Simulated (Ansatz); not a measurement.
C2H4N (SMILES [CH]=NC) moved off its minimum; all values from Ansatz (a first-principles code), cores frozen in correlated methods. Open shells are unrestricted.
(charge 0, multiplicity 2)
```xyz
7

C      1.22999    -0.27441    -0.13178
N      0.20889    -0.42468    -0.31680
C     -1.18719     0.14262     0.23943
H      1.95400     0.56254     0.60648
H     -1.64996     0.54385    -0.65009
H     -1.56952    -0.33611     1.03593
H     -0.53548     1.05012     0.72758
```

```
level                largest force (eV/Å)  on atom  rms difference from CCSD(T)/aug-cc-pVDZ (eV/Å)  dipole (D)
-------------------  --------------------  -------  ----------------------------------------------  ----------
HF/def2-TZVPP                       24.24       N2                                           1.579        2.79
PBE/def2-TZVPP                      25.53       C1                                           1.124        2.27
r2SCAN/def2-TZVPP                   24.91       C1                                           1.304        2.40
B3LYP/def2-TZVPP                    24.62       C1                                           1.394        2.41
wB97M-V/def2-TZVPP                  24.87       C1                                           1.276        2.54
MP2/aug-cc-pVDZ                     29.07       C1                                           0.132        2.55
CCSD(T)/aug-cc-pVDZ                 29.00       C1                                           0.000        2.44
```

The differences count from one level among others, with limits of its own. Forces at CCSD(T)/aug-cc-pVDZ (eV/Å):

| atom | Fx | Fy | Fz |
|---|---|---|---|
| C1 | 28.016 | 5.109 | 5.463 |
| N2 | -28.081 | -4.726 | -4.000 |
| C3 | 7.167 | 5.082 | -2.221 |
| H4 | -1.532 | -1.375 | -1.094 |
| H5 | -1.149 | -0.299 | -0.074 |
| H6 | -2.043 | -2.769 | 2.497 |
| H7 | -2.377 | -1.023 | -0.571 |
